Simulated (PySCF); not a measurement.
## Two-component Hartree-Fock for Re²⁺ (rhenium, charge +2)

Start: [Xe] 4f14 5d4 6s1; 5d5/2 filled at m_j = -1/2, +1/2, +3/2, +5/2; 6s1/2 filled at m_j = +1/2. Calculated with PySCF 2.14 in x2c-TZVPall-2c with one added diffuse shell each of s, p, d type (12s12p11d2f, 117 functions): generalised Hartree-Fock with the X2C-1e Hamiltonian and a Gaussian nucleus; spin-orbit coupling (SO) screened by Boettger's factors. This is a chosen level, not necessarily the ground level.

```json
{"spinor shell": "1s1/2", "electrons": "2", "ε, screened SO (eV)": "-72065.6", "weight of nominal j (screened SO)": "1.000", "rms radius, screened SO (bohr)": "0.0204"}
{"spinor shell": "2s1/2", "electrons": "2", "ε, screened SO (eV)": "-12652.3", "weight of nominal j (screened SO)": "1.000", "rms radius, screened SO (bohr)": "0.0824"}
{"spinor shell": "2p1/2", "electrons": "2", "ε, screened SO (eV)": "-12085.6", "weight of nominal j (screened SO)": "1.000", "rms radius, screened SO (bohr)": "0.0700"}
{"spinor shell": "2p3/2", "electrons": "4", "ε, screened SO (eV)": "-10640.2", "weight of nominal j (screened SO)": "1.000", "rms radius, screened SO (bohr)": "0.0775"}
{"spinor shell": "3s1/2", "electrons": "2", "ε, screened SO (eV)": "-3007.6", "weight of nominal j (screened SO)": "1.000", "rms radius, screened SO (bohr)": "0.210"}
{"spinor shell": "3p1/2", "electrons": "2", "ε, screened SO (eV)": "-2755.2", "weight of nominal j (screened SO)": "1.000", "rms radius, screened SO (bohr)": "0.202"}
{"spinor shell": "3p3/2", "electrons": "4", "ε, screened SO (eV)": "-2436.1", "weight of nominal j (screened SO)": "1.000", "rms radius, screened SO (bohr)": "0.217"}
{"spinor shell": "3d3/2", "electrons": "4", "ε, screened SO (eV)": "-2017.0", "weight of nominal j (screened SO)": "1.000", "rms radius, screened SO (bohr)": "0.192"}
{"spinor shell": "3d5/2", "electrons": "6", "ε, screened SO (eV)": "-1948.2", "weight of nominal j (screened SO)": "1.000", "rms radius, screened SO (bohr)": "0.196"}
{"spinor shell": "4s1/2", "electrons": "2", "ε, screened SO (eV)": "-676.67", "weight of nominal j (screened SO)": "1.000", "rms radius, screened SO (bohr)": "0.468"}
{"spinor shell": "4p1/2", "electrons": "2", "ε, screened SO (eV)": "-570.08", "weight of nominal j (screened SO)": "1.000", "rms radius, screened SO (bohr)": "0.476"}
{"spinor shell": "4p3/2", "electrons": "4", "ε, screened SO (eV)": "-494.79", "weight of nominal j (screened SO)": "1.000", "rms radius, screened SO (bohr)": "0.509"}
{"spinor shell": "4d3/2", "electrons": "4", "ε, screened SO (eV)": "-319.41", "weight of nominal j (screened SO)": "0.999", "rms radius, screened SO (bohr)": "0.531"}
{"spinor shell": "4d5/2", "electrons": "6", "ε, screened SO (eV)": "-305.05", "weight of nominal j (screened SO)": "0.999", "rms radius, screened SO (bohr)": "0.543"}
{"spinor shell": "5s1/2", "electrons": "2", "ε, screened SO (eV)": "-120.66", "weight of nominal j (screened SO)": "1.000", "rms radius, screened SO (bohr)": "1.11"}
{"spinor shell": "5p1/2", "electrons": "2", "ε, screened SO (eV)": "-86.156", "weight of nominal j (screened SO)": "0.944", "rms radius, screened SO (bohr)": "1.23"}
{"spinor shell": "4f5/2", "electrons": "6", "ε, screened SO (eV)": "-81.692", "weight of nominal j (screened SO)": "0.985", "rms radius, screened SO (bohr)": "0.636"}
{"spinor shell": "5p3/2", "electrons": "4", "ε, screened SO (eV)": "-73.183", "weight of nominal j (screened SO)": "0.965", "rms radius, screened SO (bohr)": "1.31"}
{"spinor shell": "5d5/2", "electrons": "4", "ε, screened SO (eV)": "-30.843", "weight of nominal j (screened SO)": "0.579", "rms radius, screened SO (bohr)": "1.85"}
{"spinor shell": "6s1/2", "electrons": "1", "ε, screened SO (eV)": "-24.719", "weight of nominal j (screened SO)": "0.980", "rms radius, screened SO (bohr)": "2.90"}
```

Where does 4f7/2 lie, and what is the 4f spin-orbit splitting (screened SO)?

At -79.143 eV, 2.549 eV above 4f5/2.

```json
{"quantity": "E (hartree)", "screened SO": "-16699.79571"}
{"quantity": "M_J", "screened SO": "9/2"}
{"quantity": "⟨J²⟩", "screened SO": "24.886"}
{"quantity": "⟨L²⟩", "screened SO": "6.917"}
{"quantity": "⟨S²⟩", "screened SO": "8.359"}
```

Each row is a mean over spinors that exchange with the open shell spreads, by up to 7.756 eV (5p3/2).

Rows whose weight is well below 1 are mixtures of j = l ± 1/2: exchange outweighs spin-orbit coupling there, and the label is only the starting occupation.

⟨J²⟩ departs a little from M_J(M_J + 1) because the unrestricted spinors polarise the closed shells.

Breit and QED terms are absent; they matter most for the inner s and p1/2 levels.

Densities and radii are taken from the X2C orbitals without a picture-change correction, which distorts them close to the nucleus.
